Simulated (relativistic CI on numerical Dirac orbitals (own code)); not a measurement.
**Slater and spin-orbit integrals, Te¹⁴⁺**

Calculated at this level of theory: Dirac-Coulomb-Breit CI, KLI orbitals optimised for each configuration, model QED (radiative potential, 1s self-energy scaled to tabulated hydrogen-like ionisation energies), unscaled Slater integrals (own radial code, finite nucleus).

Slater integrals F^k, G^k are unscaled and averaged over j, outside the closed core [Ar] 3d10; ζ comes from projecting the Hamiltonian with its Breit term on Σ l·s of the shell.

- 4s²4p⁶4d²: F^2(4d,4d) = 126630, F^4(4d,4d) = 85695, ζ(4d) = 6668.4 cm⁻¹; <r>(4d) = 0.8037, <r^2>(4d) = 0.7377 (bohr units).
- 4s²4p⁵4d³: ζ(4p) = 62347, F^2(4d,4d) = 126710, F^4(4d,4d) = 85749, F^2(4p,4d) = 131350, G^1(4p,4d) = 166380, G^3(4p,4d) = 105120, ζ(4d) = 6655.9 cm⁻¹; <r>(4p) = 0.7521, <r^2>(4p) = 0.6389, <r>(4d) = 0.803, <r^2>(4d) = 0.7365 (bohr units).
- 4s²4p⁶4d4f: ζ(4d) = 6702.9, F^2(4d,4f) = 120730, F^4(4d,4f) = 79288, G^1(4d,4f) = 140630, G^3(4d,4f) = 91585, G^5(4d,4f) = 65785, ζ(4f) = 410.51 cm⁻¹; <r>(4d) = 0.8035, <r^2>(4d) = 0.7375, <r>(4f) = 0.8647, <r^2>(4f) = 0.8601 (bohr units).

(1) Give the Racah parameters of the d shell in 4s²4p⁶4d².

Averages of the first 10 configurations, taken without configuration mixing, which lowers the lowest level and can move excited configurations by several eV; other configurations of the list can lie among them:

| Configuration | Parity | States | Average energy above the lowest level (eV) |
| --- | --- | --- | --- |
| 4s²4p⁶4d² | even | 45 | 6.5 |
| 4s²4p⁵4d³ | odd | 720 | 90.4 |
| 4s²4p⁶4d4f | odd | 140 | 98.0 |
| 4s4p⁶4d³ | even | 240 | 151.6 |
| 4s²4p⁶4d5s | even | 20 | 102.6 |
| 4s²4p⁵4d²4f | even | 3780 | 180.6 |
| 4s²4p⁶4d5p | odd | 60 | 123.9 |
| 4s4p⁶4d²4f | odd | 1260 | 242.1 |
| 4s²4p⁶4f5s | odd | 28 | 195.2 |
| 4s²4p⁶4d5d | even | 100 | 156.5 |

## Answers

(1) B = F²/49 − 5F⁴/441 = 1613 cm⁻¹ and C = 35F⁴/441 = 6801 cm⁻¹.
